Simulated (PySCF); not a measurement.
# Static response to an electric field

C5H4NO2 (charge -1).
Structure used (GFN2-xTB), in Å, numbered top down from 1:
```xyz
12
C5H4NO2 angstrom
C     -0.1422   -1.3401    0.2186
C     -0.2435    0.1232   -0.0483
C      0.8014    0.9628   -0.0843
C      2.1249    0.5780    0.1243
N      3.2162    0.2457    0.3005
C     -1.6801    0.7158   -0.3045
O     -2.6030   -0.1043   -0.2312
O     -1.7091    1.9283   -0.5452
H     -1.1552   -1.7353    0.3021
H      0.3700   -1.8448   -0.6027
H      0.4142   -1.5400    1.1355
H      0.6075    2.0099   -0.2907
```

Level: CAM-B3LYP/def2-SVPD (PySCF), static field, nuclei fixed, core orbitals frozen in the response. The polarisability tensor in these axes (au):

```
x   110.79   3.81   5.74
y     3.81  76.60  -4.21
z     5.74  -4.21  52.28
```

Task: What are the eigenvalues, a third of the trace, and Δα (Δα² = ½Σ(αi − αj)² over the three pairs)?

Result: Principal values 50.90, 77.08 and 111.67 au; mean 79.89 au = 11.84 Å³ = 13.17 × 10⁻⁴⁰ C²·m²/J; Δα = 52.80 au (66 % of the mean).

Task: In TDDFT the mean static polarisability is Σ f/ω² over all singlet excitations (ω in hartree). How much of it do the 8 lowest give? Their energies (eV) and oscillator strengths: 3.86, 0.0000; 4.00, 0.0000; 4.77, 0.0087; 5.70, 0.3554; 5.96, 0.0515; 6.16, 0.0330; 6.34, 0.0001; 6.58, 0.0001.

Result: They add up to 10.11 au, 12.7 % of the 79.89 au; the largest single term is 8.11 au, from the state at 5.70 eV. Terms in order: 0.00, 0.00, 0.28, 8.11, 1.07, 0.64, 0.00, 0.00 au. Higher excitations give the rest. The strengths listed sum to 0.449.

Task: Give the principal axes and the span of the nuclei along them.

Result: Largest value along (0.99, 0.10, 0.09), where the nuclei span 5.85 Å; middle along (-0.08, 0.98, -0.18), 3.88 Å; least along (-0.10, 0.18, 0.98), 1.75 Å. The response follows the extents in order.

Task: Give the eigenvalues of the traceless quadrupole moment Θ = ½Σq(3rr − r²1), origin at the centre of nuclear charge.

Result: -42.35, 15.94, 26.41 D·Å. The values depend on the origin, since the species is charged. The electronic extent ⟨r²⟩ about the same centre is 1088 bohr², a root-mean-square distance of 2.29 Å for the 58 electrons.

Task: Rayleigh depolarisation ratio (linearly polarised light, static tensor)?

Result: ρ = 3Δα²/(45ᾱ² + 4Δα²) = 8362.1/(287179 + 11149.4) = 0.028.

Geometry: GFN2-xTB; no solvent, vibrations or thermal averaging. GFN2-xTB frequencies show an imaginary mode (46i cm⁻¹), so this geometry is no minimum at that level.
